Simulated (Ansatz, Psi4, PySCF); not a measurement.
Molecule: CH5BNO (charge 0, doublet). SMILES: CN[B]O
Geometry: optimised at B3LYP-D3(BJ)/def2-TZVP (Ansatz, a quantum-chemistry and plane-wave program).

Property: size of the dipole moment, in D. Terms: 6-311+G** with 5d; LANL2DZ all-electron up to Ne; open shells spin-unrestricted; no dispersion term unless named; non-relativistic; spin-orbit terms left out; 6-31G* and kin with 6d, 5d where marked. Ab initio and DFT rows: single points at B3LYP-D3(BJ) geometries (Ansatz).

| level | program | size of the dipole moment (D) |
|---|---|---|
| PBE/6-31G* | Ansatz | 0.39 |
| PBE/6-311+G** | Ansatz | 0.66 |
| BLYP/6-31G* | Ansatz | 0.37 |
| BP86/def2-SVP | PySCF | 0.58 |
| B3LYP/3-21G | Ansatz | 0.35 |
| B3LYP/LANL2DZ | Ansatz | 0.67 |
| B3LYP/6-31G* | Ansatz | 0.39 |
| B3LYP/6-31+G* | Ansatz | 0.56 |
| B3LYP/6-31G** | Ansatz | 0.38 |
| B3LYP/6-311+G** | Ansatz | 0.59 |
| M06-2X/6-31G* (5d) | PySCF | 0.44 |
| M06-2X/6-311+G** | PySCF | 0.57 |
| wB97X-D/6-31G* | Psi4 | 0.40 |
| B3PW91/6-31G* (5d) | PySCF | 0.40 |

No value to compare with is used here. The 14 habitual levels span 0.35 (B3LYP/3-21G) to 0.67 D (B3LYP/LANL2DZ).

The levels are drawn from those run, B3LYP/6-31G* more often than the rest, none by its result; left out are runs that failed, that the program found above a lower state of the same kind, or whose <S^2> lies over 0.5 above the pure value.
